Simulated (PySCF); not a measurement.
Breaking a bond: SMILES [OH2+][AlH3-]. The Al1–O5 bond (Al1 also carries H, H, H; O5 carries H, H) is stretched with both fragments frozen at the PBE0/def2-TZVP optimised geometry.

UMP2 = MP2 on UHF/cc-pVDZ, 6 core orbitals frozen (PySCF 2.14.0); UCCSD(T) = CCSD(T) on UHF/cc-pVDZ, 6 core orbitals frozen (PySCF).

Energies relative to the lowest point of each curve near equilibrium, in mEh:

```tsv
R / Å	UMP2
1.73	26.6
1.82	12.5
1.92	4.0
2.03	0.3
2.11	0.0
2.17	0.6
2.50	9.6
2.73	16.7
3.69	35.1
4.52	41.5
5.46	44.2
7.17	45.2
```

Problem. Predict the corresponding UCCSD(T) column.

Solution. 1.73: 27.0; 1.82: 12.8; 1.92: 4.2; 2.03: 0.4; 2.11: 0.0; 2.17: 0.5; 2.50: 9.3; 2.73: 16.3; 3.69: 34.2; 4.52: 40.4; 5.46: 42.9; 7.17: 43.9 (mEh).
